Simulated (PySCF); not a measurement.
**KI and its ions**

RHF; PySCF, spin-free X2C with a Gaussian nucleus, basis sets K x2c-SVPall, I x2c-SVPall. Neutral (RHF): singlet (closed shell), Re = 3.126 Å, ωe = 183 cm⁻¹, De = 2.60 eV, HOMO -7.45 eV, LUMO -0.31 eV.

KI⁺ (UHF): doublet (π ↑), Re = 3.729 Å, ωe = 73.1 cm⁻¹, De = 0.27 eV to K⁺ + I. The energies at the minima are -7713.35119 hartree for KI and -7713.11869 for KI⁺.

Q: Work out the adiabatic ionisation energy, without and with harmonic zero-point energies (1 hartree = 27.2114 eV, 1 eV = 8065.5 cm⁻¹), and the change of the bond length.

A: At HF: 0.23250 hartree = 6.327 eV between the minima; the zero-point term (73.1 − 183.0)/2 cm⁻¹ = -0.007 eV makes it 6.320 eV. Re changes by +60.3 pm against the neutral. Minus the HOMO energy is 7.45 eV, +1.12 eV from the value between the minima; Hartree–Fock orbital energies leave out relaxation and correlation. The electron leaves a π orbital, and the ion is left as a loose complex of an ion and an atom.

Spin–orbit coupling is left out, which matters for elements this heavy, above all for dissociation energies. For an ion De counts to the pair picked by the measured ionisation energies or electron affinities, which need not be the lowest pair at this level. Where the molecule has an RHF reference, its open-shell atoms are computed with UHF. Hartree–Fock leaves out correlation, which carries a large part of most bond energies and some tenths to 1 eV of ionisation energies. States were picked by a PBE0 search and need not be the measured ground states.

Neutral and ion stand on different kinds of reference determinant, which adds to the error of the difference.
